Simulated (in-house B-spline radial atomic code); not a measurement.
Configurations of Co III (Co2+), with energies counted from [Ar] 3d7. All numbers are computed (non-relativistic B3LYP, spin-polarised, spherical fractional occupations, exact exchange averaged over the configuration; point nucleus) with an all-electron radial atomic-structure program (B-spline basis), not measured. Shells without spins written out take the highest spin.

Occupations are held fixed; configurations that lie above the ionisation limit could autoionise.

```json
{"configuration": "[Ar] 3d6 4s1", "E - E(ref) (eV)": "5.6345", "highest orbital": "4s up", "its <r> (bohr)": "2.324"}
{"configuration": "[Ar] 3d6 4d1", "E - E(ref) (eV)": "20.882", "highest orbital": "4d up", "its <r> (bohr)": "3.903"}
{"configuration": "[Ar] 3d6 4f1", "E - E(ref) (eV)": "25.804", "highest orbital": "4f up", "its <r> (bohr)": "5.758"}
{"configuration": "[Ne] 3s2 3p5 3d7 4f1", "E - E(ref) (eV)": "83.894", "highest orbital": "4f up", "its <r> (bohr)": "5.739"}
```

(1) Order these further configurations by energy, lowest first.
A. [Ne] 3s2 3p5 3d7 4p1
B. [Ne] 3s2 3p5 3d7 4d1
C. [Ne] 3s2 3p5 3d7 4s1
D. [Ne] 3s2 3p5 3d8
E. [Ar] 3d6 4p1

Answers

(1) E (12.314 eV), D (57.521 eV), C (63.57 eV), A (70.285 eV), B (78.908 eV).
